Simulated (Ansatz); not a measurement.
A rate constant, worked out

An elementary step of GeNH5S, closed shell (GeNH₅S ([NH2][GeH2][SH]) → GeNH₃ ([NH][GeH2]) + H₂S; Ge–S, N–H broken or loosened, S–H formed or tightened). The start structure is the reactant molecule, and the electronic barrier above it is 2.927 eV by CCSD(T) at an estimated basis limit (MP2 extrapolated from triple and quadruple zeta, plus CCSD(T) − MP2 in triple zeta). Ansatz 0.2.0; basis: def2-TZVPP and def2-QZVPP; cores frozen in the correlated methods. Filled d shells of the heavier atoms are correlated. The def2 sets are not built for correlating such inner shells, so the correlated values are less sure here. Extrapolation: Hartree–Fock as exp(−7.88 √X), correlation as X^−2.97. Harmonic wavenumbers at PBE0-D4/def2-TZVP (Ansatz 0.2.0), in cm⁻¹:

Start: 145, 170, 258, 410, 485, 522, 637, 703, 722, 806, 875, 929, 1573, 2123, 2158, 2715, 3557, 3656.

Saddle: 578i, 156, 308, 344, 418, 513, 528, 602, 681, 826, 880, 955, 1215, 1618, 2107, 2168, 2719, 3521.

Work out the transition-state-theory rate constant at 400 K from these numbers alone (harmonic vibrations; rotation, path degeneracy and anharmonicity left out), and the Wigner tunnelling factor. Use 1 cm⁻¹ = 1.2398 × 10⁻⁴ eV and k_B = 8.617 × 10⁻⁵ eV/K.

Zero-point energies, half the sums: start 22444/2 cm⁻¹ = 1.3914 eV; saddle, real modes only, 19559/2 cm⁻¹ = 1.2125 eV.
Barrier with zero-point energy: 2.927 + 1.2125 − 1.3914 = 2.7481 eV.
k_BT = 0.03447 eV, so the barrier is 79.73 k_BT.
Vibrational partition functions from the zero-point level, ln q = −Σ ln(1 − exp(−hν/k_BT)): start 3.212, saddle 2.532.
k = (k_BT/h) exp(ln q‡ − ln q) exp(−E0/k_BT), with log₁₀(k_BT/h in s⁻¹) = 12.92: log₁₀ k = 12.92 + (-0.680 − 79.73)/2.3026 = -22.00, so k ≈ 1 × 10^(-22) s⁻¹.
Wigner factor: 1 + (hν‡/k_BT)²/24 = 1 + (2.08)²/24 = 1.18. A change of 1 kcal/mol (0.043 eV) in the barrier would change k by a factor of 3.5 at this temperature.

The T1 diagnostic stays at or below 0.018.

Labels in which every atom is bracketed show which atoms are joined, not bond orders.

For scale, one of the runs: CCSD(T)/def2-TZVPP, 191 basis functions (an equivalent command: `ansatz run in.yaml --threads 4`). Time: 48 s of wall clock on 4 CPU threads; the host was shared. Peak host memory: 2 GiB.
